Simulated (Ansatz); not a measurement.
System: CH4FGe, charge 0, doublet. CH4FGe (SMILES [CH3][GeH][F], doublet).
B3LYP-D3(BJ)/def2-TZVP minimum from Ansatz (a quantum-chemistry and plane-wave program):
```
C
H 1 1.0880
H 1 1.0895 2 109.63
H 1 1.0914 2 109.51 3 -120.50
Ge 1 1.9737 2 110.24 3 121.04
F 5 1.7672 1 104.75 2 64.81
H 5 1.5627 6 103.97 1 -118.76
```
Charge 0, spin multiplicity 2.

Property: atomisation energy (electronic, to ground-state atoms), in kcal/mol. Radicals and triplets start from unrestricted determinants; spin-orbit coupling is neglected. Correlated methods leave the cores frozen (noble-gas shells, and filled d and f shells in the p block). No relativity. CBS(X,Y): correlation extrapolated as X^-3, Hartree-Fock from the larger set. A bracket is a step between two methods taken in the basis named. Double hybrids freeze cores in their MP2 part. Where a partner has so few electrons that a lower coupled-cluster level is exact, that level stands in.

CCSD(T)/CBS(cc-pVTZ,cc-pVQZ) + [CCSDT(Q) - CCSD(T)]/cc-pVDZ (Ansatz) gives 551.6 kcal/mol.

**Question.** How far off this value is PBE/def2-TZVPD (Ansatz), in which direction, and how far these levels: B3LYP/def2-TZVPD, PBE0/def2-TZVPD, wB97M-V/def2-TZVPD, B2PLYP/def2-TZVPD, CCSD(T)/CBS(cc-pVTZ,cc-pVQZ)?

**Answer.** PBE gives 554.7 kcal/mol, 3.1 kcal/mol above it. Differences of the others: B3LYP/def2-TZVPD (Ansatz) -7.0; PBE0/def2-TZVPD (Ansatz) -6.2; wB97M-V/def2-TZVPD (Ansatz) -3.6; B2PLYP/def2-TZVPD (Ansatz) -9.2; CCSD(T)/CBS(cc-pVTZ,cc-pVQZ) (Ansatz) -0.6 kcal/mol.
